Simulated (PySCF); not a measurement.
**Telling isomers of C$_{7}$H$_{11}$ClO apart by NMR**

- shieldings: GIAO PBE0/pcSseg-1
- coordinates at the PBE0-D3(BJ)/def2-SVP level
- code: PySCF
- one conformer, no solvent, non-relativistic, equivalent nuclei averaged

Chemical shifts δ = σref − σ; 1H (31.27 ppm) and 13C (184.41 ppm) against TMS, all at this level. Where no couplings were computed, multiplicities follow the n + 1 count of equivalent neighbours, and m marks all less simple cases (inequivalent or close neighbours, rings, F or P nearby). Shifts are as computed. Against solution values, carbons near 30 ppm lie about +2 ppm off and those near 130 ppm about +5 ppm; carbons on Cl a further +5 ppm. Of 1313 compounds with measured shifts, 239 miss one by over three times the rms of a fit or turn the order of signals round; such compounds aren't used in these exercises. Carbons bonded to Cl come out too deshielded.

(1) Tabulate the signals of `O=C(Cl)C1CCCCC1`, `C/C(=C/C(C)C)C(=O)Cl`, `CCC(C(=O)Cl)=C(C)C`, `C/C=C(\C(=O)Cl)C(C)C` and their relative energies.

(2) What is the quickest way to tell C/C(=C/C(C)C)C(=O)Cl from C/C=C(\C(=O)Cl)C(C)C?

(3) What is the quickest way to tell CCC(C(=O)Cl)=C(C)C from C/C=C(\C(=O)Cl)C(C)C?

(4) What is the quickest way to tell O=C(Cl)C1CCCCC1 from CCC(C(=O)Cl)=C(C)C?

Results:

(1) 
```json
{"SMILES": "O=C(Cl)C1CCCCC1", "carbon types": "1×C 1×CH 5×CH2", "δC": "186.6, 53.6, 30.7, 27.9, 24.1", "δH": "2.52 (m, 1H), 2.26 (m, 2H), 1.59 (m, 1H), 1.40 (m, 2H), 1.37 (m, 2H), 1.29 (m, 2H), 1.12 (m, 1H)", "E rel. (kcal/mol)": "0.0"}
{"SMILES": "C/C(=C/C(C)C)C(=O)Cl", "carbon types": "2×C 2×CH 3×CH3", "δC": "174.5, 171.0, 134.8, 32.1, 25.5, 23.1", "δH": "6.29 (d, 1H), 3.07 (m, 1H), 2.08 (s, 3H), 1.00 (d, 6H)", "E rel. (kcal/mol)": "19.6"}
{"SMILES": "CCC(C(=O)Cl)=C(C)C", "carbon types": "3×C 1×CH2 3×CH3", "δC": "174.2, 170.3, 137.1, 28.1, 27.8, 27.1, 16.1", "δH": "2.48 (q, 2H), 2.19 (s, 3H), 2.11 (s, 3H), 1.13 (t, 3H)", "E rel. (kcal/mol)": "19.0"}
{"SMILES": "C/C=C(\\C(=O)Cl)C(C)C", "carbon types": "2×C 2×CH 3×CH3", "δC": "178.7, 154.2, 140.8, 42.8, 23.1, 18.7", "δH": "5.90 (q, 1H), 2.14 (sept, 1H), 2.07 (d, 3H), 1.16 (d, 6H)", "E rel. (kcal/mol)": "22.5"}
```

Energies are electronic energies at PBE0/pcSseg-1 on these geometries, without zero-point or thermal terms, each for the one conformer computed, which needn't be the lowest.

(2) Both give the same number of carbon signals, with the same numbers of each carbon type, so the positions decide. The first has a β carbon of a C=C–C=O unit (CH) at 171.0 ppm, the second a β carbon of a C=C–C=O unit (CH) at 140.8 ppm. Their most deshielded carbons lie at 174.5 and 178.7 ppm.

(3) Count the carbon signals: 7 against 6. The first has an allylic sp3 CH2 at 27.1 ppm, the second a β carbon of a C=C–C=O unit (CH) at 140.8 ppm. Their most deshielded carbons lie at 174.2 and 178.7 ppm. In the proton spectra the most deshielded non-exchanging signals are 2.48 (q, 2H) and 5.90 (q, 1H).

(4) Count the carbon signals: 5 against 7. The first has an sp3 CH α to a carbonyl at 53.6 ppm, the second an allylic methyl carbon (CH3) at 28.1 ppm. Their most deshielded carbons lie at 186.6 and 174.2 ppm.
